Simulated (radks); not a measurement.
All-electron atom: Cu2+ in [Ar] 3d9 (the NIST ground configuration).

Method: non-relativistic Kohn-Sham, AM05, spin-polarised, spherical densities, point nucleus; open shells are filled with parallel spins first; computed with a radial shooting solver on a logarithmic mesh with Libxc functionals.

Energy parts (hartree):
| part | energy |
|---|---|
| total | -1636.85746 |
| kinetic | 1635.25245 |
| electron-nucleus | -3896.19830 |
| Hartree | 687.95453 |
| exchange-correlation | -63.86614 |

Orbitals (lengths in bohr, moments of r in powers of bohr; <r^-3> diverges for s and p1/2):
| orbital | occ. | eigenvalue (hartree) | <r^-3> |
|---|---|---|---|
| 1s up | 1 | -321.7770 | - |
| 1s down | 1 | -321.7768 | - |
| 2s up | 1 | -39.10184 | - |
| 2s down | 1 | -39.07797 | - |
| 2p up | 3 | -34.41889 | 672.3 |
| 2p down | 3 | -34.40116 | 672.8 |
| 3s up | 1 | -5.01653 | - |
| 3s down | 1 | -4.97508 | - |
| 3p up | 3 | -3.55893 | 85.89 |
| 3p down | 3 | -3.51794 | 85.51 |
| 3d up | 5 | -1.11427 | 8.445 |
| 3d down | 4 | -1.07582 | 8.338 |

The highest occupied level is 3d down at -29.275 eV. The electron density at the nucleus is 1.658e+04 e/bohr^3. Virial ratio -V/T = 2.00098. Spin moment in Bohr magnetons: 1. For comparison, the ionisation energy in NIST's Atomic Spectra Database is 36.84 eV (measured). In exact Kohn-Sham theory the highest level is minus the ionisation energy, but local and semilocal functionals leave it too shallow, through self-interaction and a potential that decays too fast; potentials with the right tail come closer. Summed over all electrons, <r^2> = 15.53 bohr^2, which gives a Langevin (diamagnetic) susceptibility term of -12.3 x 10^-6 cm^3/mol. The density falls to 0.001 e/bohr^3 at r = 2.91 bohr.
